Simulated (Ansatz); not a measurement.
`[CH3][AlH][O][SiH2][GaH2]` + `C[SiH2]C` → `[CH3][AlH][O][SiH2]C` + `C[SiH2][GaH2]`  (redistribution)

Computed with Ansatz on PBE0-D4/def2-TZVP structures; ΔE is electronic, products minus reactants. CCSD(T)/CBS is the MP2 limit (def2-TZVPP, def2-QZVPP) plus CCSD(T) − MP2 in def2-TZVPP, frozen cores. DFT in def2-TZVPP. For Ga outer-core shells are correlated without core-valence functions, which leaves a few kJ/mol of doubt a bond. Scalar relativity is left out up to krypton. Each species was taken in one conformer, which may not be the lowest.

Task: Is it downhill or uphill in electronic energy at CCSD(T)/CBS, and by how much? (Best estimate.)

Result: The calculation gave: Downhill: ΔE = -3.0 kcal/mol.

Task: What do these levels give: r2SCAN, MP2/def2-TZVPP, HF/def2-QZVPP, MP2/def2-QZVPP, SCS-MP2/def2-QZVPP, CCSD/CBS(def2)? (An estimate is asked.)

Result: The calculation gave: r2SCAN -2.9, MP2/def2-TZVPP -3.3, HF/def2-QZVPP -2.7, MP2/def2-QZVPP -3.2, SCS-MP2/def2-QZVPP -3.0, CCSD/CBS(def2) -2.9 kcal/mol.

Largest T1 diagnostic among the species: 0.013.
